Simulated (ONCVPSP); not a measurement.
## copper (Cu): one change to an ONCV potential, before and after

* Element: copper
* Generator: ONCVPSP 4.0.1
* Type: optimised norm-conserving Vanderbilt (ONCV)
* Functional: LDA (Perdew-Wang 92)
* Relativity: scalar-relativistic
* Frozen core: [Ar]
* Valence charge: 11
* Reference configuration: 3d9 4s2
* Partial waves: 4s: rc 2.20 bohr, ncon 4, nbas 7, qcut 2.5 1/bohr, 2 projectors, debl 1.3 Ha; p scattering state at 0.32 Ha: rc 2.25 bohr, ncon 5, nbas 8, qcut 4.1 1/bohr, 2 projectors, debl 3.9 Ha; 3d: rc 0.90 bohr, ncon 4, nbas 9, qcut 17.4 1/bohr, 2 projectors, debl 1.1 Ha
* Local potential: polynomial inside 0.85 bohr (lpopt 5, dvloc0 0 Ha)
* Core correction: polynomial model core, fcfact 0.3

In the p channel the program set the typed energies aside and used 0.050, 3.950 Ha.

Change: d: rc 1.12.

Cutoffs: the cutoffs (Ha) at which the residual kinetic energy of the hardest occupied pseudo-wave falls to 1 and 0.1 mHa per electron; they do not see the model core or the augmentation charge, which bear on the density cutoff. Errors are all-electron minus pseudo energies relative to the spin-unpolarised reference configuration.

How do hardness, ghosts and transferability respond?

The potential gets softer (117 Ha and 132 Ha → 98 Ha and 113 Ha); both files keep a bound ghost (s); the errors of the 4 common tests hardly move. A larger radius leaves more room for a smooth pseudo-wave, so fewer plane waves are needed.

```csv
quantity,base,changed
"cutoff, loose",117 Ha,98 Ha
"cutoff, tight",132 Ha,113 Ha
loose cutoff by channel,"s 16 Ha, d 117 Ha","s 16 Ha, d 98 Ha"
bound ghosts,s,s
GHOST(+) flags under 300 eV,p at 94.4 eV,p at 94.4 eV
"error for 3d10 4s1, meV [ΔE -2.01 eV]",-68,-65
"error for 3d10 4s0, meV [ΔE 6.42 eV]",-128,-122
"error for 3d9 4s0, meV [ΔE 28.11 eV]",-49,-46
"error for 3d9 4s1, meV [ΔE 9.89 eV]",-8.0,-7.6
s: phases at 2.24 bohr within 0.05 rad from the reference energy up to (Ha; the scan ends near 5),3.0,3.0
p: phases at 2.29 bohr within 0.05 rad from the reference energy up to (Ha; the scan ends near 5),3.0,3.0
"rms error of d²Exc/dni dnj with the model core, mHa",4.95,4.83
```

 A true bound ghost makes a file unfit for plane-wave use even where its test errors are small: the radial tests pick states by their node count and pass the ghost by.
